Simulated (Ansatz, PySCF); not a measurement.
FH₇OSi₃, SMILES O[SiH2][Si@H](F)[SiH3].

Geometry optimised at PBE0-D3(BJ)/def2-SVP. The structure was generated by enumeration; whether it is a known compound was not checked. Other conformers were not sampled.

Vertical ionisation energy (IE) and electron affinity (EA) in eV. Rows of orbital energies are one-electron estimates. Where ΔSCF, EOM or ADC give a negative EA the extra electron is unbound and the value depends on the basis.

| level | IE | EA |
|---|---|---|
| −ε(HOMO), −ε(LUMO), PBE0/def2-TZVP (PySCF) | 7.73 | 1.21 |
| −ε(HOMO), −ε(LUMO), PBE/def2-TZVP (PySCF) | 6.61 | 2.06 |
| ΔSCF, PBE0/def2-TZVPD (Ansatz), final states of multiplicity 2 and 2 | 9.58 | -0.06 |
| ΔSCF, PBE/def2-TZVPD (Ansatz), final states of multiplicity 2 and 2 | 9.31 | 0.13 |

Q: What vertical singlet–triplet gap does ΔSCF give with PBE0/def2-TZVPD (Ansatz, an electronic-structure program) and with PBE/def2-TZVPD (Ansatz)? (Estimate from the structure and the level; the computed values follow.)

A: 4.52 and 4.18 eV (triplet above singlet where positive).
